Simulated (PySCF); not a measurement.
Isomers of C6H13NO, one GFN2-xTB conformer each. Single-point energies are computed at PBE0/pcSseg-1 (PySCF, gas phase, no added dispersion term), electronic only.

Question: Rank them by PBE0/pcSseg-1 energy, lowest first (kcal/mol).
A. `[CH3:1][O:2][CH2:3]/[CH:4]=[CH:5]/[N:6]([CH3:7])[CH3:8]` with C1–O2–C3–C4 67°, O2–C3–C4–C5 -112°
B. `[CH3:1][CH2:2][CH2:3][N:4]([CH3:5])[C:6]([CH3:7])=[O:8]` with C1–C2–C3–N4 61°, C2–C3–N4–C5 68°, C3–N4–C6–C7 177°

Answer: B (0.0), A (43.5).

As drawn, the lower has a C=O bond and a C(=O)–N unit, which the higher lacks; the higher has a C=C bond outside aromatic rings, which the lower lacks. GFN2-xTB itself gives, in the same order: 0.0, 34.7. Both levels put the same isomer lowest.

Question: Which frontier levels, dipoles and rotational constants go with these structures?

Answer: 
```csv
SMILES,"HOMO (eV, PBE0/pcSseg-1)",LUMO (eV),dipole (D),"A, B, C (MHz)"
CCCN(C)C(C)=O,-6.79,0.99,3.87,"2871, 1512, 1258"
COC/C=C/N(C)C,-5.70,0.88,3.14,"4451, 861.6, 844.2"
```
